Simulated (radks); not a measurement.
Q: These are the eigenvalues of the occupied orbitals of an atom or ion with whole-number occupations (eV). All-electron calculation, Dirac Kohn-Sham, PBE, spin-unpolarised, spherical densities, finite nucleus; Fermi nuclear charge, rms radius of each element as measured or else 0.836 A^(1/3) + 0.57 fm. Program: a radial shooting solver on a logarithmic mesh with Libxc functionals.

| orbital | eigenvalue |
|---|---|
| 1s1/2 | -31613.32 |
| 2s1/2 | -4853.837 |
| 2p1/2 | -4548.332 |
| 2p3/2 | -4273.846 |
| 3s1/2 | -973.0150 |
| 3p1/2 | -847.3827 |
| 3p3/2 | -796.2235 |
| 3d3/2 | -574.6079 |
| 3d5/2 | -563.9104 |
| 4s1/2 | -172.9902 |
| 4p1/2 | -129.8143 |
| 4p3/2 | -120.1023 |
| 4d3/2 | -51.2348 |
| 4d5/2 | -49.7662 |
| 5s1/2 | -23.2505 |
| 5p1/2 | -14.1754 |
| 5p3/2 | -13.2548 |

Which element is it, and in what charge state? The configuration may be excited. Open shells, if any, fill j = l - 1/2 first.

A: Z = 52, tellurium, charge +1: Te+ in [Kr] 4d10 5s2 5p3. The list shows which subshells hold electrons but not how many an open one holds; the 1s level, -1161.8 hartree, gives Z - s = 48.2 by -(Z - s)^2/2, which with screening and relativity narrows Z to a few neighbours, and the depths of the outer levels then fix element, charge and occupations together.
